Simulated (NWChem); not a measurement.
System: CH$_{3}$FFeO, quintet; SMILES [O]([Fe][F])C

NWChem input:

```
start job
memory heap 200 mb stack 900 mb global 1100 mb
geometry units angstroms noautosym noautoz
  Fe    -0.091866    -0.006489     0.673829
  F     -1.685695     0.844573     0.408411
  O      0.879966    -0.388803    -0.846125
  C      1.499857    -0.616612    -2.050201
  H      1.758051     0.333290    -2.537869
  H      2.424550    -1.194977    -1.907381
  H      0.840016    -1.178701    -2.725111
end
basis spherical
  * library def2-svp
end
dft
  odft
  mult 5
  xc pbe0
  iterations 150
end
driver
  maxiter 120
end
task dft optimize
```

Not confirmed as a minimum by frequencies. The spin multiplicity was typed, not searched, and may not be the lowest.

The level has its own optimisation.

### Question
Give the results of this calculation. (PBE0/def2-SVP, spin-unrestricted.) Quantities: r F–Fe (Å); r Fe–O (Å); r C–O (Å); r C–H (Å); dipole (D).

### Answer
```
Quantity    Result
----------  ------
r F–Fe (Å)   1.752
r Fe–O (Å)   1.748
r C–O (Å)    1.373
r C–H (Å)    1.108
dipole (D)    2.00
```
